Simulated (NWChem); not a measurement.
Program: NWChem. System: PbS, charge 0, spin multiplicity 1, at a geometry optimised with PBE/def2-SVP with def2 effective core potentials on Pb. The structure started from a generated list of species. Level: B3LYP/def2-SVP with def2 effective core potentials on Pb, VWN1-RPA local correlation.

The NWChem input:

```
start mol
memory heap 200 mb stack 900 mb global 1100 mb
geometry units angstroms nocenter noautoz noautosym
  Pb     0.000000     0.000000     0.382158
  S      0.000000     0.000000    -1.958560
end
basis spherical
  * library def2-svp
end
ecp
  Pb library def2-ecp
end
dft
  xc b3lyp
  semidirect memsize 60000000 filesize 0
  iterations 100
end
task dft energy
```

NWChem printed:

```
             Northwest Computational Chemistry Package (NWChem) 7.3.0
             --------------------------------------------------------

                                NWChem Input Module
                                -------------------

 Scaling coordinates for geometry "geometry" by  1.889725989
 (inverse scale =  0.529177249)

                             Geometry "geometry" -> ""
                             -------------------------

 Output coordinates in angstroms (scale by  1.889725989 to convert to a.u.)

  No.       Tag          Charge          X              Y              Z
 ---- ---------------- ---------- -------------- -------------- --------------
    1 Pb                  82.0000     0.00000000     0.00000000     0.38215800
    2 S                   16.0000     0.00000000     0.00000000    -1.95856000

 Effective nuclear repulsion energy (a.u.)     296.6100789107

            Nuclear Dipole moment (a.u.)
            ----------------------------
        X                 Y               Z
 ---------------- ---------------- ----------------
     0.0000000000     0.0000000000    -0.0000075589


 Summary of "ao basis" -> "" (spherical)
 ------------------------------------------------------------------------------
       Tag                 Description            Shells   Functions and Types
 ---------------- ------------------------------  ------  ---------------------
 *                          def2-svp                  on all atoms

                                 NWChem DFT Module
                                 -----------------

 Summary of "ao basis" -> "ao basis" (spherical)
 ------------------------------------------------------------------------------
       Tag                 Description            Shells   Functions and Types
 ---------------- ------------------------------  ------  ---------------------
 Pb                         def2-svp                10       26   4s4p2d
 S                          def2-svp                 8       18   4s3p1d

 Summary of "ao basis" -> "ao basis" (spherical)
 ------------------------------------------------------------------------------
       Tag                 Description            Shells   Functions and Types
 ---------------- ------------------------------  ------  ---------------------
 Pb                         def2-svp                10       26   4s4p2d
 S                          def2-svp                 8       18   4s3p1d

            General Information
            -------------------
          SCF calculation type: DFT
          Wavefunction type:  closed shell.
          No. of atoms     :     2
          No. of electrons :    38
           Alpha electrons :    19
            Beta electrons :    19
          Charge           :     0
          Spin multiplicity:     1
          Use of symmetry is: off; symmetry adaption is: off
          Maximum number of iterations: 100
          AO basis - number of functions:    44
                     number of shells:    18
          Convergence on energy requested:  1.00D-06
          Convergence on density requested:  1.00D-05
          Convergence on gradient requested:  5.00D-04

              XC Information
              --------------
                         B3LYP Method XC Potential
                     Hartree-Fock (Exact) Exchange  0.200
                        Slater Exchange Functional  0.800 local
                    Becke 1988 Exchange Functional  0.720 non-local
              Lee-Yang-Parr Correlation Functional  0.810
                  VWN I RPA Correlation Functional  0.190 local

             Grid Information
             ----------------
          Grid used for XC integration:  medium
          Radial quadrature: Mura-Knowles
          Angular quadrature: Lebedev.
          Tag              B.-S. Rad. Rad. Pts. Rad. Cut. Ang. Pts.
          ---              ---------- --------- --------- ---------
          Pb                  1.80      123           8.0       590
          S                   1.00       88           9.0       590
          Grid pruning is: on
          Number of quadrature shells:   211
          Spatial weights used:  Erf1

          Convergence Information
          -----------------------
          Convergence aids based upon iterative change in
          total energy or number of iterations.
          Levelshifting, if invoked, occurs when the
          HOMO/LUMO gap drops below (HL_TOL):  1.00D-02
          DIIS, if invoked, will attempt to extrapolate
          using up to (NFOCK): 10 stored Fock matrices.

                    Damping( 0%)  Levelshifting(0.5)       DIIS
                  --------------- ------------------- ---------------
          dE  on:    start            ASAP                start
          dE off:    2 iters        100 iters           100 iters

      Screening Tolerance Information
      -------------------------------
          Density screening/tol_rho:  1.00D-10
          AO Gaussian exp screening on grid/accAOfunc:  14
          CD Gaussian exp screening on grid/accCDfunc:  20
          XC Gaussian exp screening on grid/accXCfunc:  20
          Schwarz screening/accCoul:  1.00D-08

      Superposition of Atomic Density Guess
      -------------------------------------

 Sum of atomic energies:        -616.70741173

      Non-variational initial energy
      ------------------------------

 Total energy =    -589.136618
 1-e energy   =   -1043.985012
 2-e energy   =     375.270080
 HOMO         =      -0.286405
 LUMO         =      -0.042038

------------------------------------------------------------
EAF file 0: "./mol.aoints.0" size=524288 bytes
------------------------------------------------------------
               write      read    awrite     aread      wait
               -----      ----    ------     -----      ----
     calls:        1         0         0         0         0
   data(b): 5.24e+05  0.00e+00  0.00e+00  0.00e+00
   time(s): 0.00e+00  0.00e+00  0.00e+00  0.00e+00  0.00e+00
rate(mb/s): 0.00e+00  0.00e+00
------------------------------------------------------------

   convergence    iter        energy       DeltaE   RMS-Dens  Diis-err    time
 ---------------- ----- ----------------- --------- --------- ---------  ------
 d= 0,ls=0.0,diis     1   -590.9353860210 -6.71D+02  7.53D-02  4.85D-01     1.1
 d= 0,ls=0.0,diis     2   -588.9975384804  1.94D+00  5.85D-02  7.18D+00     1.3
 d= 0,ls=0.0,diis     3   -591.0592613665 -2.06D+00  3.90D-03  1.15D-02     1.5
 d= 0,ls=0.0,diis     4   -591.0606771899 -1.42D-03  1.47D-03  3.71D-03     1.7
 d= 0,ls=0.0,diis     5   -591.0612977626 -6.21D-04  1.56D-04  3.02D-05     1.9
  Resetting Diis
 d= 0,ls=0.0,diis     6   -591.0613002577 -2.50D-06  4.40D-05  8.75D-06     2.1
 d= 0,ls=0.0,diis     7   -591.0613019087 -1.65D-06  9.85D-05  1.09D-06     2.3
 d= 0,ls=0.0,diis     8   -591.0612991594  2.75D-06  7.42D-05  1.43D-05     2.4
 d= 0,ls=0.0,diis     9   -591.0613021518 -2.99D-06  2.36D-06  8.73D-09     2.5
 d= 0,ls=0.0,diis    10   -591.0613021539 -2.18D-09  1.61D-07  2.64D-11     2.7

         Total DFT energy =     -591.061302153939
      One electron energy =    -1045.186761052021
           Coulomb energy =      416.351889452983
    Exchange-Corr. energy =      -41.804744408981
 Nuclear repulsion energy =       79.578313854080

 Numeric. integr. density =       38.000000082277

     Total iterative time =      2.1s

                       DFT Final Molecular Orbital Analysis
                       ------------------------------------

 Vector   17  Occ=2.000000D+00  E=-2.547882D-01
              MO Center=  1.9D-08, -8.9D-09, -9.0D-01, r^2= 3.9D+00
   Bfn.  Coefficient  Atom+Function         Bfn.  Coefficient  Atom+Function
  ----- ------------  ---------------      ----- ------------  ---------------
    39      0.471861  2 S  pz                13     -0.389500  1 Pb pz
    36      0.371694  2 S  pz                 4     -0.223358  1 Pb s
    33      0.212567  2 S  pz                 3     -0.183785  1 Pb s
    16     -0.178762  1 Pb pz                30     -0.151235  2 S  s
    10      0.142158  1 Pb pz                 7      0.139051  1 Pb pz

 Vector   18  Occ=2.000000D+00  E=-2.417075D-01
              MO Center= -4.6D-09, -3.8D-09, -1.4D+00, r^2= 2.5D+00
   Bfn.  Coefficient  Atom+Function         Bfn.  Coefficient  Atom+Function
  ----- ------------  ---------------      ----- ------------  ---------------
    37      0.396692  2 S  px                38      0.375649  2 S  py
    34      0.285241  2 S  px                35      0.270109  2 S  py
    11      0.184008  1 Pb px                12      0.174247  1 Pb py
    31      0.163828  2 S  px                14      0.155232  1 Pb px
    32      0.155137  2 S  py                15      0.146998  1 Pb py

 Vector   19  Occ=2.000000D+00  E=-2.417075D-01
              MO Center= -9.7D-09,  1.0D-08, -1.4D+00, r^2= 2.5D+00
   Bfn.  Coefficient  Atom+Function         Bfn.  Coefficient  Atom+Function
  ----- ------------  ---------------      ----- ------------  ---------------
    38     -0.396692  2 S  py                37      0.375649  2 S  px
    35     -0.285241  2 S  py                34      0.270109  2 S  px
    12     -0.184008  1 Pb py                11      0.174247  1 Pb px
    32     -0.163828  2 S  py                15     -0.155232  1 Pb py
    31      0.155137  2 S  px                14      0.146998  1 Pb px

 Vector   20  Occ=0.000000D+00  E=-9.445524D-02
              MO Center= -6.9D-09,  1.6D-08, -2.4D-02, r^2= 4.2D+00
   Bfn.  Coefficient  Atom+Function         Bfn.  Coefficient  Atom+Function
  ----- ------------  ---------------      ----- ------------  ---------------
    15      0.506644  1 Pb py                12      0.466477  1 Pb py
    38     -0.379831  2 S  py                14     -0.242185  1 Pb px
    11     -0.222984  1 Pb px                35     -0.209286  2 S  py
    37      0.181566  2 S  px                 9     -0.158300  1 Pb py
     6     -0.153512  1 Pb py                32     -0.121165  2 S  py

 Vector   21  Occ=0.000000D+00  E=-9.445524D-02
              MO Center= -1.0D-08, -4.3D-09, -2.4D-02, r^2= 4.2D+00
   Bfn.  Coefficient  Atom+Function         Bfn.  Coefficient  Atom+Function
  ----- ------------  ---------------      ----- ------------  ---------------
    14      0.506644  1 Pb px                11      0.466477  1 Pb px
    37     -0.379831  2 S  px                15      0.242185  1 Pb py
    12      0.222984  1 Pb py                34     -0.209286  2 S  px
    38     -0.181566  2 S  py                 8     -0.158300  1 Pb px
     5     -0.153512  1 Pb px                31     -0.121165  2 S  px

 Vector   22  Occ=0.000000D+00  E= 1.179976D-02
              MO Center= -3.3D-09,  3.5D-09,  3.4D-01, r^2= 5.7D+00
   Bfn.  Coefficient  Atom+Function         Bfn.  Coefficient  Atom+Function
  ----- ------------  ---------------      ----- ------------  ---------------
    16      1.087132  1 Pb pz                30      0.660858  2 S  s
    39      0.628429  2 S  pz                 3     -0.366332  1 Pb s
     4     -0.266907  1 Pb s                 13      0.265473  1 Pb pz
    36      0.227390  2 S  pz                 1      0.194172  1 Pb s
    19     -0.173357  1 Pb d  0              29      0.167978  2 S  s

 center of mass
 --------------
 x =   0.00000000 y =   0.00000000 z =   0.13278719

 moments of inertia (a.u.)
 ------------------
         542.204032783660           0.000000000000           0.000000000000
           0.000000000000         542.204032783660           0.000000000000
           0.000000000000           0.000000000000           0.000000000000

     Multipole analysis of the density
     ---------------------------------

     L   x y z        total         alpha         beta         nuclear
     -   - - -        -----         -----         ----         -------
     0   0 0 0     -0.000000    -19.000000    -19.000000     38.000000

     1   1 0 0     -0.000000     -0.000000     -0.000000      0.000000
     1   0 1 0      0.000000      0.000000      0.000000      0.000000
     1   0 0 1      1.470658     22.400550     22.400550    -43.330442

     2   2 0 0    -29.370546    -14.685273    -14.685273      0.000000
     2   1 1 0      0.000000      0.000000      0.000000      0.000000
     2   1 0 1     -0.000000     -0.000000     -0.000000      0.000000
     2   0 2 0    -29.370546    -14.685273    -14.685273      0.000000
     2   0 1 1     -0.000000     -0.000000     -0.000000      0.000000
     2   0 0 2    -34.586832   -132.617904   -132.617904    230.648975

 Task  times  cpu:        2.6s     wall:        2.6s

 Total times  cpu:        2.7s     wall:        2.7s
```
